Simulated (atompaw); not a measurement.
**Before and after: PAW (atompaw) potential for Si (Z = 14)**

atompaw 4.2.0.5 input, output lines left out:

```
Si 14
GGA-PBE loggrid 1500 logderivrange -3 5 201
3 3 0 0 0 0
3 1 2
0 0 0
c
c
v
c
v
1
1.75 1.65 1.25 1.05
y
2
n
y
0.1
n
custom polynom2 7 10 vanderbiltortho besselshape
2 0.5 troulliermartins
1.75
1.70
1.75
1.75
```

All-electron outer shells of the reference configuration (PBE, non-relativistic, ld1.x):

```
shell  level (eV)  outermost node (bohr)  outermost maximum (bohr)
   2p      -95.59                      –                      0.39
   3s      -10.77                   0.72                      1.80
   3p       -4.09                   0.72                      2.17
```

Change: augmentation besselshape compensation charge, radius 1.65 bohr; PAW radius 1.75 bohr; waves and projectors: custom polynom gramschmidtortho.

Cutoffs: the cutoffs (Ry, on a coarse ladder) from which the occupation-weighted sum of valence levels, in a spherical-Bessel basis at the reference potential, stays within 10 and 1 mRy of its value at 400 Ry; they do not see the model core or the augmentation charge, which bear on the density cutoff.

Q: What does the change do?

A: The potential gets harder (8 Ry and 21 Ry → 12 Ry and 30 Ry); both files keep a bound ghost (p, s).

| quantity | base | changed |
| --- | --- | --- |
| cutoff, loose | 8 Ry | 12 Ry |
| cutoff, tight | 21 Ry | 30 Ry |
| loose cutoff by channel (10 mRy a level) | s 6 Ry, p 6 Ry | s 10 Ry, p 6 Ry |
| bound ghosts | s, p | s, p |
| s: phases at 1.75 bohr within 0.05 rad from the reference energy up to (Ry; the scan ends near 5) | to the end of the scan | to the end of the scan |
| p: phases at 1.75 bohr within 0.05 rad from the reference energy up to (Ry; the scan ends near 5) | n/a | to the end of the scan |
| lowest overlap eigenvalue by channel | s 0.06, p 0.59 | s 0.25, p 0.73 |

 A true bound ghost makes a file unfit for plane-wave use even where its test errors are small: the radial tests pick states by their node count and pass the ghost by. The cutoffs see the waves, projectors and local potential, not the compensation charge or the core.
